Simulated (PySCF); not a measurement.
Electron correlation in P³⁺ (phosphorus, charge +3)

[Ne] 3s2, closed-shell 1S. All numbers are calculated (PySCF 2.14, the non-relativistic Hamiltonian (point nucleus), in pcseg-2 (5s4p2d1f, 34 functions)). Frozen: [Ne]; 2 electrons correlated.

Total MP2 correlation energy: -34.45 mhartree.

Same-spin part 0.00 and opposite-spin part -34.45 mhartree; SCS-MP2 scales them by 1/3 and 6/5 to -41.34 mhartree.

With two correlated electrons CCSD is exact within the correlated space (frozen core and kept virtual orbitals).

```csv
level,correlation energy (mhartree)
CCSD,-48.83
```

Diagnostics: T1 = 0.0044, D1 = 0.0063, largest double amplitude 0.115.

Cost of the coupled-cluster step: 0.11 s of wall time on 1 thread of Neoverse-N1 (shared host), for 2 correlated electrons.
